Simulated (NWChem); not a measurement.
Species: Si2NH7O; SMILES N[Si@H](O)[SiH3]

```xyz
11

N     -1.4162     1.2509    -0.2541
Si     0.0198     0.5563     0.3828
O      1.3875     1.2312    -0.3143
Si    -0.0180    -1.7490    -0.0766
H     -1.7226     2.1626     0.0679
H     -1.6618     1.1098    -1.2277
H      0.0028     0.8234     1.8552
H      2.2300     0.8137    -0.1100
H     -0.3100    -1.9777    -1.5284
H     -1.0590    -2.4592     0.7300
H      1.3086    -2.3816     0.2193
```
Atoms are numbered in this order, from 1.

Program: NWChem. Coordinates come from a PBE0/def2-SVP optimisation. Level B3LYP/def2-SVP: energy and gradient on several grids; changes count from the extra-fine grid, which is no exact limit either.

| grid | size of the energy change (μHa) | largest change of a gradient component (μHa/bohr) | time, medium = 1 (rough) |
|---|---|---|---|
| xcoarse | 800 | 3000 | about 1 |
| coarse | 80 | 60 | about 1 |
| medium | < 10 | 80 | about 1 |
| fine | < 10 | < 30 | about 1 |
| xfine | < 10 | < 30 | 2 |
